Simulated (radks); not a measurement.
Values are calculated unless marked as measured or tabulated.
Orbital eigenvalues (eV) of neutral lead, [Hg] 6p2, at several levels of relativity; Dirac values are averaged over j with weights 2j + 1. Spin-unpolarised spherical Kohn-Sham, PBE, point nucleus unless stated (finite: rms radius 5.5012 fm), a radial shooting solver on a logarithmic mesh with Libxc functionals. A level marked "c x" has the speed of light scaled by that factor and shares open shells by 2j + 1; other Dirac levels either fill j = l - 1/2 first or share by 2j + 1.

| shell | non-rel. | scalar-rel. | Dirac, c x 1.5 | Dirac, c x 2 | change of magnitude, last against first (%) |
|---|---|---|---|---|---|
| 3s | -3172.4 | -3784.3 | -3406.4 | -3298.7 | +3.98 |
| 3p | -2937.9 | -3140.7 | -3030.0 | -2988.2 | +1.71 |
| 3d | -2500.4 | -2485.1 | -2492.2 | -2496.1 | -0.17 |
| 4s | -702.00 | -856.79 | -760.73 | -733.60 | +4.50 |
| 4p | -599.08 | -645.93 | -620.42 | -610.69 | +1.94 |
| 4d | -409.11 | -402.09 | -405.87 | -407.36 | -0.43 |
| 4f | -151.82 | -132.89 | -143.39 | -147.12 | -3.10 |
| 5s | -114.45 | -144.16 | -125.55 | -120.40 | +5.19 |
| 5p | -79.995 | -85.835 | -82.777 | -81.493 | +1.87 |
| 5d | -24.467 | -21.177 | -23.030 | -23.670 | -3.26 |
| 6s | -9.4673 | -12.040 | -10.369 | -9.9420 | +5.01 |
| 6p | -3.6852 | -3.4977 | -3.6263 | -3.6493 | -0.97 |
